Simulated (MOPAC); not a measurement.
MOPAC input (PM3):

```
PM3 PRECISE GNORM=0.05 LET XYZ CHARGE=-1 GEO-OK AUX(PRECISION=9) THREADS=1
BF2S

B     0.06491544 1   -0.21498043 1    0.25707852 1
F     1.22275782 1   -0.93661742 1    0.43030786 1
F    -0.78669751 1   -0.50748319 1    1.29658072 1
S    -0.26557000 1    0.87948797 1   -1.05171187 1
```

Output:

```
 *******************************************************************************
 **                                                                           **
 **                              MOPAC v23.2.5                                **
 **                                                                           **
 *******************************************************************************
 ** MOPAC's Digital Object Identifier: https://doi.org/10.5281/zenodo.6511958 **
 **                                                                           **
 ** Please cite the open-source release paper for use of this MOPAC version:  **
 ** J. E. Moussa and J. J. P. Stewart (2026)                                  **
 ** MOPAC: An open-source semiempirical molecular orbital program             **
 ** J. Open Source Softw., 11(119), 8025, https://doi.org/10.21105/joss.08025 **
 *******************************************************************************

                              PM3 CALCULATION RESULTS

 *******************************************************************************
 *  PM3        - The PM3 Hamiltonian to be used
 *  GEO-OK     - OVERRIDE INTERATOMIC DISTANCE AND OTHER SAFETY CHECKS
 *
 *
 *
 *                 CHARGE ON SYSTEM = -1
 *
 *
 *
 *  LET        - OVERRIDE SOME SAFETY CHECKS
 *  PRECISE    - TIGHTER CRITERIA TO BE USED
 *  XYZ        - CARTESIAN COORDINATE SYSTEM TO BE USED
 *  GNORM      - EXIT WHEN GRADIENT NORM DROPS BELOW 0.050
 *  AUX        - OUTPUT AUXILIARY INFORMATION
 *******************************************************************************
PM3 PRECISE GNORM=0.05 LET XYZ CHARGE=-1 GEO-OK AUX(PRECISION=9) THREADS=1
 BF2S

   ATOM   CHEMICAL          X               Y               Z
  NUMBER   SYMBOL      (ANGSTROMS)     (ANGSTROMS)     (ANGSTROMS)

     1       B          0.06491544  *  -0.21498043  *   0.25707852  *
     2       F          1.22275782  *  -0.93661742  *   0.43030786  *
     3       F         -0.78669751  *  -0.50748319  *   1.29658072  *
     4       S         -0.26557000  *   0.87948797  *  -1.05171187  *

          CARTESIAN COORDINATES

    NO.       ATOM           X           Y           Z

     1         B          0.0649     -0.2150      0.2571
     2         F          1.2228     -0.9366      0.4303
     3         F         -0.7867     -0.5075      1.2966
     4         S         -0.2656      0.8795     -1.0517

  B: (PM3): J. J. P. STEWART, J. MOL. MOD., 10, 155-164 (2004)
  F: (PM3): J. J. P. STEWART, J. COMP. CHEM. 10, 209 (1989).
  S: (PM3): J. J. P. STEWART, J. COMP. CHEM. 10, 209 (1989).

           Empirical Formula: B F2 S  =     4 atoms

      MOLECULAR POINT GROUP   :   C2v

      RHF CALCULATION, NO. OF DOUBLY OCCUPIED LEVELS = 12

          Geometry optimization using EF

          DIAGONAL MATRIX USED AS START HESSIAN

 CYCLE:     1  GRAD.:    53.944 HEAT: -238.6477
 CYCLE:     2  GRAD.:   132.347 HEAT: -234.2160
 CYCLE:     3  GRAD.:   119.641 HEAT: -238.0061
 CYCLE:     4  GRAD.:   168.693 HEAT: -226.7282
 CYCLE:     5  GRAD.:    38.549 HEAT: -239.9899
 CYCLE:     6  GRAD.:    40.320 HEAT: -240.3560
 CYCLE:     7  GRAD.:     6.380 HEAT: -241.2794
 CYCLE:     8  GRAD.:     0.856 HEAT: -241.3086
 CYCLE:     9  GRAD.:     0.253 HEAT: -241.3091
 CYCLE:    10  GRAD.:     1.881 HEAT: -241.3082
 CYCLE:    11  GRAD.:     0.012 HEAT: -241.3091

     GRADIENT =  0.01233 IS LESS THAN CUTOFF =  0.05000

 -------------------------------------------------------------------------------
 PM3 PRECISE GNORM=0.05 LET XYZ CHARGE=-1 GEO-OK AUX(PRECISION=9) THREADS=1
 BF2S

     GEOMETRY OPTIMISED USING EIGENVECTOR FOLLOWING (EF).
     SCF FIELD WAS ACHIEVED

                              PM3 CALCULATION
                                                       MOPAC v23.2.5 Linux

          FINAL HEAT OF FORMATION =       -241.30913 KCAL/MOL =   -1009.63738 KJ/MOL

          COSMO AREA              =         95.14 SQUARE ANGSTROMS
          COSMO VOLUME            =         78.77 CUBIC ANGSTROMS

          GRADIENT NORM           =          0.01233          =       0.00616 PER ATOM
          IONIZATION POTENTIAL    =          4.053335 EV
          HOMO LUMO ENERGIES (EV) =         -4.053  5.940
          NO. OF FILLED LEVELS    =         12
          MOLECULAR WEIGHT        =         80.8668         POINT GROUP:  C2v

          MOLECULAR DIMENSIONS (Angstroms)

            Atom       Atom       Distance
            S     4    F     3     2.76920
            F     3    F     2     1.94959
            B     1    F     3     0.00000

          SCF CALCULATIONS        =         12

   ATOM   CHEMICAL          X               Y               Z
  NUMBER   SYMBOL      (ANGSTROMS)     (ANGSTROMS)     (ANGSTROMS)

     1       B          0.05427994  *  -0.17975924  *   0.21496029  *
     2       F          1.17173828  *  -0.93737306  *   0.46881677  *
     3       F         -0.72815649  *  -0.53163642  *   1.28785842  *
     4       S         -0.26518427  *   0.87821080  *  -1.05018465  *

                             CARTESIAN COORDINATES

   1    B        0.054279937    -0.179759237     0.214960294
   2    F        1.171738276    -0.937373059     0.468816768
   3    F       -0.728156495    -0.531636423     1.287858419
   4    S       -0.265184272     0.878210799    -1.050184653

           Empirical Formula: B F2 S  =     4 atoms

      MOLECULAR POINT GROUP   :   C2v

                  EIGENVALUES
 -23.69008 -20.48205 -18.44495 -13.51870 -13.28350 -12.36912 -12.22486 -11.04972
 -10.34615  -7.49871  -4.90779  -4.05334   5.94040   6.37482   9.04785   9.43414

              NET ATOMIC CHARGES AND DIPOLE CONTRIBUTIONS

  ATOM NO.   TYPE          CHARGE      No. of ELECS.   s-Pop       p-Pop
    1          B          -0.160339        3.1603     1.02675     2.13359
    2          F          -0.180107        7.1801     1.61874     5.56136
    3          F          -0.180107        7.1801     1.61874     5.56136
    4          S          -0.479446        6.4794     1.92960     4.54985
 DIPOLE           X         Y         Z       TOTAL
 POINT-CHG.     0.216    -0.714     0.854     1.134
 HYBRID         0.279    -0.923     1.104     1.466
 SUM            0.494    -1.637     1.957     2.599

          ATOMIC ORBITAL ELECTRON POPULATIONS

     Atom    s        px        py        pz
    1  B   1.02675   0.68325   0.69400   0.75635
    2  F   1.61874   1.78512   1.84509   1.93115
    3  F   1.61874   1.87182   1.90642   1.78312
    4  S   1.92960   1.83726   1.39212   1.32047

 **********************
 *                    *
 * JOB ENDED NORMALLY *
 *                    *
 **********************

 == MOPAC DONE ==
```

The dipole moment of an ion depends on the origin.

The geometry given is a B3LYP-D3(BJ)/def2-TZVP minimum.
